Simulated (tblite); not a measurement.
Species: C₇H₈S.
Atom-mapped SMILES: `[CH3:1][S:2][C:3]1=[CH:4][C@@H:5]2[CH:6]=[CH:7][C@H:8]12` (hydrogens: H9, H10, H11 on C1; H12 on C4; H13 on C5; H14 on C6; H15 on C7; H16 on C8)

Computed with GFN2-xTB (tblite), gas phase: Langevin dynamics at 600 K from the optimised GFN2-xTB geometry, time step 0.5 fs, friction 0.01 fs⁻¹, 2000 steps. Over the second half of the run the saved frames average 514 K.

The optimised geometry, where the run starts:
```
atom  x, y, z in Å
C1      2.898    0.431   -0.089
S2      1.818   -0.951   -0.562
C3      0.275   -0.213   -0.267
C4     -0.162    0.967    0.188
C5     -1.619    0.566    0.104
C6     -2.118   -0.214    1.301
C7     -1.674   -1.383    0.851
C8     -1.107   -0.806   -0.425
H9      2.724    0.678    0.954
H10     2.686    1.283   -0.727
H11     3.920    0.096   -0.233
H12     0.301    1.863    0.552
H13    -2.306    1.203   -0.441
H14    -2.610    0.116    2.196
H15    -1.652   -2.386    1.232
H16    -1.383   -1.242   -1.378
```

t = 75 fs, T = 427 K, E(pot) 1.108 eV above the start
```
atom  x, y, z in Å  |  force x, y, z in eV/Å
C1      2.630    0.460   -0.083    0.197  -0.795   3.693
S2      1.595   -1.042   -0.440   -0.161   1.500  -0.044
C3      0.033   -0.233   -0.347    0.697  -0.133   0.596
C4     -0.336    0.866    0.332   -0.432   0.260   0.011
C5     -1.810    0.532    0.249    0.014  -0.235  -2.153
C6     -2.374   -0.345    1.303    0.389  -2.012   1.092
C7     -1.849   -1.458    0.774   -0.409   0.244  -1.466
C8     -1.330   -0.800   -0.560   -0.182   1.049   4.000
H9      2.411    1.031    1.018    0.157  -1.706  -2.764
H10     2.569    1.187   -0.843    0.087   0.385  -0.751
H11     3.594   -0.065    0.070   -0.247   0.937  -0.420
H12     0.116    1.719    0.838   -0.061  -0.594  -0.337
H13    -2.486    1.134   -0.324   -0.248   0.760   0.066
H14    -2.899   -0.280    2.280    0.571   0.588  -1.051
H15    -1.875   -2.518    0.895   -0.050  -0.179   0.548
H16    -1.682   -1.249   -1.439   -0.323  -0.069  -1.020
```

t = 150 fs, T = 668 K, E(pot) 0.908 eV above the start
```
atom  x, y, z in Å  |  force x, y, z in eV/Å
C1      2.463    0.295    0.001    1.680   1.548  -3.655
S2      1.366   -0.862   -0.704   -0.977  -1.073  -0.471
C3     -0.129   -0.292   -0.073   -0.680  -0.187   0.140
C4     -0.491    0.652    0.808   -0.049  -0.185  -0.547
C5     -1.990    0.394    0.492    0.951   0.815   0.590
C6     -2.637   -0.585    1.363    0.256  -0.307   0.578
C7     -2.189   -1.618    0.663    0.791   0.620  -0.485
C8     -1.559   -0.742   -0.429    0.856  -1.075  -0.325
H9      2.728    0.147    0.965    0.490  -0.527   2.906
H10     2.222    1.345   -0.218   -0.421  -0.312   0.247
H11     3.356    0.112   -0.663   -0.241   0.206   0.811
H12     0.069    1.403    1.391   -0.733  -0.721  -0.374
H13    -2.458    1.276    0.270   -1.382   2.061  -1.067
H14    -3.101   -0.447    2.306   -0.352  -0.076   0.423
H15    -1.929   -2.576    0.966   -0.277  -1.584  -0.108
H16    -1.778   -1.018   -1.506    0.087   0.798   1.335
```

t = 175 fs, T = 512 K, E(pot) 0.825 eV above the start
```
atom  x, y, z in Å  |  force x, y, z in eV/Å
C1      2.640    0.303   -0.054   -2.444   1.445  -2.523
S2      1.352   -0.854   -0.771   -0.171   0.404   0.564
C3     -0.161   -0.352    0.025    1.112   2.245   1.343
C4     -0.579    0.649    0.886    0.521  -1.967  -1.483
C5     -2.037    0.372    0.614    0.837  -0.221  -0.349
C6     -2.716   -0.702    1.380    0.954  -1.483  -1.120
C7     -2.169   -1.651    0.587   -2.741  -2.591   2.568
C8     -1.548   -0.751   -0.314    1.612   0.840  -1.337
H9      2.785    0.005    0.900    0.719  -0.832   2.778
H10     2.154    1.307   -0.086    0.430  -0.650   0.084
H11     3.505    0.319   -0.676    0.395  -0.302  -0.317
H12    -0.155    1.275    1.613    0.547   0.504   0.441
H13    -2.633    1.128    0.233   -0.909   1.574  -0.615
H14    -3.442   -0.658    2.120   -0.585  -0.049   1.217
H15    -2.305   -2.750    0.545    0.319   0.877   0.138
H16    -1.702   -0.934   -1.336   -0.595   0.206  -1.388
```

t = 375 fs, T = 434 K, E(pot) 0.906 eV above the start
```
atom  x, y, z in Å  |  force x, y, z in eV/Å
C1      1.895    0.278    0.468    2.104  -0.545  -0.250
S2      0.767   -0.985   -0.082   -2.096   0.228   0.451
C3     -0.910   -0.377    0.509    2.561  -1.817  -1.347
C4     -1.437    0.276    1.523    1.364   0.663   1.647
C5     -2.833   -0.059    1.056   -0.891   1.202   1.347
C6     -3.323   -1.368    1.665   -0.487   0.270   1.000
C7     -2.778   -2.075    0.702    0.898  -0.698  -1.181
C8     -2.177   -0.900   -0.069   -0.243  -0.790  -0.644
H9      2.635   -0.106    1.203   -0.811   0.090   0.018
H10     1.381    1.128    0.815   -0.508   0.807   0.404
H11     2.541    0.524   -0.389   -0.432   0.198   0.016
H12    -0.889    0.675    2.434   -1.348  -0.242  -1.268
H13    -3.514    0.806    1.036    0.130  -0.525  -0.556
H14    -3.827   -1.611    2.622    0.411   0.357  -1.021
H15    -2.677   -3.079    0.335   -0.207  -0.231   0.522
H16    -2.222   -1.077   -1.172   -0.445   1.033   0.863
```

t = 400 fs, T = 475 K, E(pot) 1.059 eV above the start
```
atom  x, y, z in Å  |  force x, y, z in eV/Å
C1      1.837    0.323    0.615    0.608  -1.358   0.617
S2      0.656   -0.965    0.003    0.672   0.235  -0.156
C3     -0.886   -0.507    0.644    0.228  -0.371  -1.798
C4     -1.425    0.304    1.539   -0.433  -0.649   0.096
C5     -2.844   -0.208    1.185   -1.594   3.635   0.827
C6     -3.388   -1.495    1.673    0.660  -0.369   0.235
C7     -2.842   -2.236    0.725    1.114   2.922  -0.874
C8     -2.203   -0.922    0.021   -0.059  -3.321   2.702
H9      2.541   -0.164    1.337   -0.970   0.528  -0.175
H10     1.264    1.135    0.981   -0.325   0.455   0.671
H11     2.478    0.689   -0.154    0.105   0.033  -0.979
H12    -0.894    1.050    2.078   -0.521   0.244   0.916
H13    -3.631    0.615    1.102    0.938  -0.752  -0.189
H14    -3.942   -1.870    2.488   -0.510   0.383   0.856
H15    -2.721   -3.253    0.741    0.270  -1.915  -0.853
H16    -2.448   -0.724   -0.957   -0.183   0.301  -1.896
```

t = 500 fs, T = 554 K, E(pot) 1.132 eV above the start
```
atom  x, y, z in Å  |  force x, y, z in eV/Å
C1      1.570    0.129    0.857   -0.678   1.266   1.751
S2      0.527   -0.904   -0.193   -1.859   0.563   0.532
C3     -1.107   -0.511    0.481    0.212   0.267   0.700
C4     -1.560    0.113    1.607    1.330  -0.912  -1.293
C5     -2.911   -0.366    1.501   -2.732  -1.270  -0.318
C6     -3.181   -1.919    1.913   -0.784   4.146   3.082
C7     -2.739   -2.396    0.831    0.142  -2.189  -4.750
C8     -2.503   -1.009    0.189    1.251  -1.698  -1.402
H9      2.134   -0.528    1.523    0.053   0.246  -0.211
H10     1.087    0.968    1.509    0.138  -1.805  -1.139
H11     2.167    0.689    0.184    0.984   0.187  -0.547
H12    -1.136    0.585    2.407    1.159   1.147   1.538
H13    -3.778    0.338    1.456    0.602  -0.662   0.568
H14    -3.558   -2.164    2.853   -0.340  -0.726   0.948
H15    -2.828   -3.431    0.361    0.632   1.572   0.711
H16    -2.943   -0.770   -0.767   -0.113  -0.131  -0.168
```

t = 950 fs, T = 629 K, E(pot) 1.040 eV above the start
```
atom  x, y, z in Å  |  force x, y, z in eV/Å
C1      2.150    0.981    1.904   -0.590  -0.120  -0.772
S2      1.049    0.096    0.572    1.823   0.755   0.822
C3     -0.493    0.206    1.289   -1.028  -0.323  -1.035
C4     -1.249    0.787    2.225    0.249   0.348   0.526
C5     -2.533    0.133    1.845    2.253  -2.639  -1.091
C6     -2.569   -1.300    2.418   -0.869   0.715  -0.493
C7     -1.851   -1.909    1.497    0.447  -0.470  -2.069
C8     -1.658   -0.581    0.692   -0.489  -0.611   0.239
H9      2.750    0.185    2.415   -0.531   0.964  -0.594
H10     1.300    1.334    2.529    1.218   0.123  -0.176
H11     2.794    1.818    1.429   -1.249  -1.570   0.831
H12    -1.087    1.303    3.145    0.355   0.366   0.084
H13    -3.368    0.706    1.592   -1.180   0.487  -0.002
H14    -3.188   -1.554    3.215   -0.388  -0.715   1.240
H15    -1.528   -2.959    1.103   -0.597   2.109   1.338
H16    -1.951   -0.692   -0.390    0.576   0.581   1.153
```

t = 975 fs
```
atom  x, y, z in Å
C1      2.123    1.100    1.859
S2      1.105    0.211    0.703
C3     -0.598    0.402    1.110
C4     -1.203    0.889    2.183
C5     -2.542    0.187    2.020
C6     -2.598   -1.268    2.434
C7     -1.913   -1.787    1.388
C8     -1.760   -0.416    0.680
H9      2.585    0.417    2.552
H10     1.591    1.974    2.346
H11     2.815    1.536    1.176
H12    -1.002    1.589    2.943
H13    -3.391    0.758    1.954
H14    -2.712   -1.581    3.483
H15    -1.555   -2.769    1.245
H16    -2.159   -0.052   -0.320
```

**Question.** Estimate the potential energy and the forces of this last frame.

**Answer.** 0.995 eV above the start.

| atom | Fx (eV/Å) | Fy (eV/Å) | Fz (eV/Å) |
| --- | --- | --- | --- |
| C1 | -0.905 | 1.599 | 0.691 |
| S2 | -1.081 | -0.689 | -1.177 |
| C3 | 1.121 | -0.481 | 1.011 |
| C4 | -0.919 | 0.189 | 0.814 |
| C5 | 3.113 | -1.917 | -2.298 |
| C6 | 1.639 | 0.143 | 0.446 |
| C7 | -1.054 | 2.011 | 0.774 |
| C8 | -2.180 | 0.182 | -0.174 |
| H9 | 0.004 | 0.048 | 0.271 |
| H10 | 0.415 | -1.266 | -0.318 |
| H11 | 1.019 | 0.319 | -0.097 |
| H12 | 0.515 | 0.576 | 0.581 |
| H13 | -1.851 | 1.141 | -0.084 |
| H14 | -0.462 | -0.183 | -0.913 |
| H15 | 0.278 | -0.417 | -0.552 |
| H16 | 0.345 | -1.255 | 1.025 |

The bond farthest from its length at the start is C5–C8 (1.664 against 1.557 Å), and half the difference of its two atoms' forces along it is -2.48 eV/Å (positive lengthens). The largest atomic force is 4.32 eV/Å.

What follows is the cost of the whole dynamics run. The run took 14 s of wall time on one thread, Intel Xeon Platinum 8488C (x86_64), on a shared host, and the process peaked at 0.18 GiB of memory.
